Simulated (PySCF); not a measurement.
## Two probes of the same atoms: core binding energy and nuclear shielding

C4H4ClNO.
Numbering: `[CH3:1][O:2]/[C:3]([Cl:4])=[CH:5]\[C:6]#[N:7]`

Binding energies: PySCF 2.14.0, delta-SCF UKS SCAN, pcX-2 on the ionised atom, pcseg-1 elsewhere, spin-free X2C. Shieldings: GIAO PBE0/pcSseg-1, non-relativistic, same geometry.

| atom | C 1s (eV) |
| --- | --- |
| C1 | 293.22 |
| C3 | 294.48 |
| C5 | 291.65 |
| C6 | 292.16 |

Q: What are the absolute isotropic shieldings of these atoms?

A: 
| atom | environment | C 1s (eV) | isotropic shielding (ppm) |
| --- | --- | --- | --- |
| C5 | alkene CH carbon | 291.65 | 113.9 |
| C6 | nitrile carbon | 292.16 | 66.4 |
| C1 | methoxy carbon | 293.22 | 125.2 |
| C3 | vinylic C–Cl carbon | 294.48 | 10.8 |

Q: Among the listed atoms, is the one with the highest binding energy also the least shielded?

A: Yes: C3 has both (294.48 eV, 10.8 ppm).

By binding energy: C5 < C6 < C1 < C3. By shielding: C3 < C6 < C5 < C1.

Spin contamination (⟨S²⟩ against 0.75 for a pure doublet) is marked for C 1s of C3 (0.89), which makes this value less certain. One conformer (not necessarily the lowest) at the GFN2-xTB geometry, without solvent, vibrations or thermal averaging.

Shape of the structure used: `[CH3:1][O:2]/[C:3]([Cl:4])=[CH:5]\[C:6]#[N:7]`: C1–O2–C3–Cl4 179°.
